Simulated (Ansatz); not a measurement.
Coupled-cluster diagnostics for W(SH)F5 (HWSF₅), Ansatz.

Geometry of the singlet (PBE-D4/def2-SVP):

Cartesian coordinates in Å:
```
W 0.4038 -0.0822 0.1431
S -1.2326 0.6356 -1.4384
H -2.3484 0.4237 -0.6865
F 1.4525 -0.7057 1.5827
F 1.5926 0.3578 -1.2166
F -1.0966 -0.3914 1.2134
F 0.4959 -1.8507 -0.4625
F 0.7329 1.6128 0.8648
```

In the def2 sets W takes a core potential; there is no spin–orbit coupling. Correlated methods freeze 10 core orbitals; core or outer-core shells of W are correlated, in sets that lack core-valence functions.

Q: Estimate the CCSD(T) correlation energy, the shares of MP2 and (T), T1 and the reference's ⟨S²⟩ for: charge 0, singlet, own geometry in def2-SVP; charge 1, doublet, vertical in def2-SVP; and the rough time on 2 threads of AMD EPYC 7R13 on a shared host and a share (18 GiB) of an NVIDIA H100 80GB HBM3.

A: 
| state | basis | correlation (eV) | MP2 share (%) | (T) share (%) | T1 | ⟨S²⟩ (pure) | wall time |
| --- | --- | --- | --- | --- | --- | --- | --- |
| charge 0, singlet, own geometry | def2-SVP | -40.434 | 98.4 | 3.5 | 0.023 | 0.00 (0.00) | 12 s |
| charge 1, doublet, vertical | def2-SVP | -40.149 | 98.3 | 3.8 | 0.025 | 0.76 (0.75) | 14 s |
Customary marks for T1 are 0.02 (closed shells), 0.045 (open shells) and about 0.05 (3d metals). T1 exceeds 0.02 in 2 of 2 rows and 0.045 in 0; the higher it lies, the less the single-reference result can be trusted.
